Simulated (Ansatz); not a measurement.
Basis sets compared for `Oc1ccc(Oc2ccccc2)cc1`. Total charge 0; singlet. Geometry PBE-D4/def2-SVP. Ansatz on 4 threads of Arm Neoverse V1 on a shared host; times are rough, and most runs start from earlier orbitals.

```xyz
24

O     0.2610    1.7231    4.5378
C     0.0041    1.4521    3.2268
C     0.2117    2.4826    2.2881
C    -0.0300    2.2550    0.9288
C    -0.4907    1.0016    0.4927
O    -0.7940    0.8494   -0.8482
C    -0.2881   -0.2177   -1.5534
C    -1.0024   -0.6045   -2.7026
C    -0.5199   -1.6505   -3.4998
C     0.6679   -2.3189   -3.1582
C     1.3751   -1.9227   -2.0118
C     0.9078   -0.8745   -1.2051
C    -0.7085   -0.0290    1.4227
C    -0.4565    0.1959    2.7824
H     0.0636    0.9244    5.0615
H     0.5688    3.4593    2.6459
H     0.1303    3.0480    0.1841
H    -1.9313   -0.0698   -2.9484
H    -1.0839   -1.9503   -4.3967
H     1.0414   -3.1435   -3.7837
H     2.3132   -2.4313   -1.7401
H     1.4678   -0.5584   -0.3134
H    -1.0783   -1.0064    1.0793
H    -0.6290   -0.6138    3.5112
```

Binding counts from free atoms (O triplet, C triplet, H doublet) in the same basis, without a counterpoise term.

```json
{"level": "PBE-D4/def2-SVP", "functions": "246", "energy (Eh)": "-612.5793", "HOMO (eV)": "-5.00", "LUMO (eV)": "-1.36", "binding per atom (eV)": "5.38", "wall time": "4.6 s"}
{"level": "PBE0-D4/def2-SVP", "functions": "246", "energy (Eh)": "-612.6135", "HOMO (eV)": "-6.08", "LUMO (eV)": "-0.53", "binding per atom (eV)": "5.25", "wall time": "8.5 s"}
```

Q: Estimate the rows for PBE-D4/def2-TZVP (with forces), PBE0-D4/def2-TZVP (with forces).

A: 
| level | functions | energy (Eh) | HOMO (eV) | LUMO (eV) | binding per atom (eV) | wall time |
| --- | --- | --- | --- | --- | --- | --- |
| PBE-D4/def2-TZVP (with forces) | 494 | -613.2406 | -5.10 | -1.53 | 5.30 | 14 s |
| PBE0-D4/def2-TZVP (with forces) | 494 | -613.2699 | -6.12 | -0.67 | 5.17 | 41 s |
